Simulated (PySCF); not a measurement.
**Pd¹⁹⁺: fine-structure interval**

Pd¹⁹⁺ [Ar] 3d9 [3d3/2^4 3d5/2^5, M_J = 5/2] → Pd¹⁹⁺ [Ar] 3d9 [3d3/2^3 3d5/2^6, M_J = 3/2], as a difference of total energies. All numbers are calculated (PySCF 2.14, the two-component X2C-1e Hamiltonian, in an uncontracted even-tempered set (17 s from 2.1 bohr⁻², ratio 2.8; 12 p from 2.7 bohr⁻², ratio 2.8; 8 d from 2.7 bohr⁻², ratio 2.8; 4 f from 13 bohr⁻², ratio 3)). Correlated levels: [Ne] frozen; the 76 highest virtual spinors dropped. "Screened" scales the spin-orbit matrix elements by Boettger's factors to mimic the two-electron term; Breit and QED terms are absent.

```
                    method  fine-structure interval (cm⁻¹)
 GHF (screened spin-orbit)                           47255
GMP2 (screened spin-orbit)                           47177
     GHF (bare spin-orbit)                           60442
```
